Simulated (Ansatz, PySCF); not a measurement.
ZrO2, SMILES [O]=[Zr]=[O], multiplicity 1. Atoms are numbered in the order given.

```xyz
3

Zr     0.0000     0.0000     0.2883
O      0.0000     1.4385    -0.7534
O      0.0000    -1.4385    -0.7534
```

The structure is a stationary point at B3LYP-D3(BJ)/def2-TZVP. The multiplicity is an assumed one; other spin states were not compared. The isomer is the one that the SMILES or the coordinates give; other isomers of the formula were not compared. The def2 effective core potentials stand for the cores of Zr; spin–orbit coupling is left out.

Two levels are set side by side: PBE-D3(BJ)/def2-TZVP (Ansatz, a quantum-chemistry and plane-wave program) and B3LYP-D3(BJ)/def2-TZVP (Ansatz). Each level has its own optimised geometry; the coordinates shown are those of the second. Frequencies come from the Hessian of PySCF at each geometry. Differences are taken from unrounded values.

```
quantity                            B3LYP-D3(BJ)  PBE-D3(BJ)  PBE-D3(BJ) minus B3LYP-D3(BJ)
----------------------------------  ------------  ----------  -----------------------------
mean bond length (Å)                       1.776       1.782                          0.006
bond Zr1–O2 (Å)                            1.776       1.782                          0.006
bond Zr1–O3 (Å)                            1.776       1.782                          0.006
highest harmonic wavenumber (cm⁻¹)           936         910                            -26
mean harmonic wavenumber (cm⁻¹)              702         686                            -16
zero-point energy (kcal/mol)                3.01        2.94                          -0.07
```

GGA bonds tend to be longer and softer than those of functionals with exact exchange. Differences between two approximate levels are no errors against the true value.
